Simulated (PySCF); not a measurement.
**`CC[Si@H](N)[AsH]C`, C3H12AsNSi**

Molfile (atoms numbered from 1):
```
C3H12AsNSi
     RDKit          3D

 18 17  0  0  0  0  0  0  0  0999 V2000
   -2.7295   -0.5571    0.6385 C   0  0  0  0  0  0  0  0  0  0  0  0
   -1.4860   -0.9871   -0.1249 C   0  0  0  0  0  0  0  0  0  0  0  0
    0.0469    0.0880    0.2844 Si  0  0  2  0  0  4  0  0  0  0  0  0
   -0.2277    1.7989    0.2155 N   0  0  0  0  0  0  0  0  0  0  0  0
    1.7335   -0.3327   -1.2659 As  0  0  0  0  0  3  0  0  0  0  0  0
    3.2132    0.3320   -0.1427 C   0  0  0  0  0  0  0  0  0  0  0  0
   -2.5554   -0.6107    1.7108 H   0  0  0  0  0  0  0  0  0  0  0  0
   -3.5824   -1.1916    0.4002 H   0  0  0  0  0  0  0  0  0  0  0  0
   -2.9929    0.4693    0.3907 H   0  0  0  0  0  0  0  0  0  0  0  0
   -1.6913   -0.9418   -1.1983 H   0  0  0  0  0  0  0  0  0  0  0  0
   -1.2706   -2.0325    0.1042 H   0  0  0  0  0  0  0  0  0  0  0  0
    0.3602   -0.1240    1.7129 H   0  0  0  0  0  0  0  0  0  0  0  0
   -0.2212    2.2472   -0.6882 H   0  0  0  0  0  0  0  0  0  0  0  0
   -0.9656    2.1930    0.7777 H   0  0  0  0  0  0  0  0  0  0  0  0
    1.8634   -1.7671   -0.8208 H   0  0  0  0  0  0  0  0  0  0  0  0
    3.1665   -0.0647    0.8693 H   0  0  0  0  0  0  0  0  0  0  0  0
    4.1773    0.0685   -0.5788 H   0  0  0  0  0  0  0  0  0  0  0  0
    3.1527    1.4187   -0.0906 H   0  0  0  0  0  0  0  0  0  0  0  0
  1  2  1  0
  2  3  1  0
  3  4  1  0
  3  5  1  0
  5  6  1  0
  1  7  1  0
  1  8  1  0
  1  9  1  0
  2 10  1  0
  2 11  1  0
  3 12  1  1
  4 13  1  0
  4 14  1  0
  5 15  1  0
  6 16  1  0
  6 17  1  0
  6 18  1  0
M  END
```

Computed, not measured: PySCF, TDDFT CAM-B3LYP/def2-SVPD circular dichroism and optical rotation, one conformer, gas phase. Geometry: GFN2-xTB.

The molecule is flexible and this is one conformer; a measurement averages over conformers. The calculation is non-relativistic, which matters for the atoms heavier than Zn.

Task: What are the CIP labels of the stereocentres?

Result: Si3 R.

Task: List the lowest 8 singlet excitations with oscillator and rotatory strengths.

Result: Rotatory strengths R in 10⁻⁴⁰ esu² cm², velocity form and length form (origin at the centre of mass); f in length form.
```
state  E (eV)  λ (nm)      f  R (velocity)  R (length)                                  main
    1    5.90     210  0.021         +11.3       +11.7      HOMO→LUMO 0.44, HOMO→LUMO+1 0.42
    2    6.23     199  0.025         -16.0       -16.6    HOMO→LUMO+1 0.31, HOMO−1→LUMO 0.29
    3    6.45     192  0.050         -27.4       -25.6    HOMO−1→LUMO 0.42, HOMO→LUMO+2 0.28
    4    6.73     184  0.301         +41.6       +40.5    HOMO→LUMO+2 0.51, HOMO→LUMO+3 0.19
    5    7.00     177  0.016          -8.5        -8.3                    HOMO−1→LUMO+1 0.78
    6    7.11     174  0.026          +4.8        +5.0    HOMO→LUMO+4 0.34, HOMO→LUMO+3 0.29
    7    7.36     168  0.009         +17.8       +15.3  HOMO−1→LUMO+2 0.49, HOMO−2→LUMO 0.17
    8    7.50     165  0.115         +61.3       +57.8  HOMO−1→LUMO+2 0.29, HOMO−2→LUMO 0.27
```

Among the states computed, the strongest CD band (largest |R|) is state 8. The largest dissymmetry factor in size, g = 4R/(D+G), with D and G the electric and magnetic dipole strengths, is +0.018 for state 7 (velocity form, f = 0.011), among bands with |R| over 0.5. The mirror image has the same energies and oscillator strengths and all R with the opposite sign.
